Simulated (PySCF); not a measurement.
# Computed vibrations of [ReH5]−

[ReH5]− (doublet). PySCF 2.14.0, UKS BP86, Re def2-SVP with ECP60, H def2-SVP; non-relativistic Hamiltonian with scalar-relativistic core potentials where named; density fitting; no spin-orbit coupling. Central differences of gradients.

```xyz
6

Re   -0.0034    0.0000   -0.0109
H     0.3053   -0.0029    1.6458
H     0.6278    0.0093   -1.6960
H     1.6320    0.0104    0.2971
H    -0.9725    1.0261    0.8865
H    -0.9605   -1.0354    0.8883
```

Run from Python with OMP_NUM_THREADS=2. Where DIIS fails, smearing, a level shift and second-order steps follow.
It took 48 s on 2 threads of Arm Neoverse V1, with other jobs on the host.

(1) What are the harmonic wavenumbers and infrared intensities?

(2) Is this a minimum?

Open shells may have lower solutions than the one found.

Results:

(1) Negative numbers are unstable modes, those under 60 cm⁻¹ near the noise; a finer grid moves soft modes by up to 10 cm⁻¹.
```
cm⁻¹  km/mol
 402     5.0
 407    13.6
 477    61.0
 643    24.3
 682    34.3
 752     0.3
 921    10.1
1587   313.9
1939    56.6
1955    52.9
1995   251.9
2006   119.0
```

(2) Yes. Ideal gas at 298.15 K and 1 bar: S = 272.1 J/(mol K), Cp = 64.0 J/(mol K), H − H(0 K) = 13.2 kJ/mol (rigid rotor, harmonic modes, spin degeneracy alone).
